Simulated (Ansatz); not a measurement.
The cluster PtF2 (the lowest singlet isomer of a short search) was relaxed with PBE-D4 (def2-TZVP) in Ansatz in these states: neutral quintet, neutral triplet. The geometries follow in no particular order.

In the def2 sets Pt takes a core potential; there is no spin–orbit coupling.

A:

```tsv
atom	x (Å)	y (Å)	z (Å)
Pt1	0.496	0.477	-0.445
F2	-0.815	1.009	0.929
F3	0.319	-1.486	-0.484
```

B:

Cartesian coordinates in Å:
```
Pt 0.001 -0.001 0.001
F 1.316 1.129 -0.631
F -1.317 -1.129 0.631
```

Q: Judge from the bond lengths which geometry belongs to which state (an estimate).

A: A is the neutral quintet (Pt1–F2 1.972 Å, Pt1–F3 1.972 Å); B is the neutral triplet (Pt1–F2 1.845 Å, Pt1–F3 1.845 Å).

At PBE0-D4/def2-TZVP a triplet lies 3.86 eV below the neutral quintet. These are the stationary points nearest to one start from a short search; other shapes may lie lower in each state.
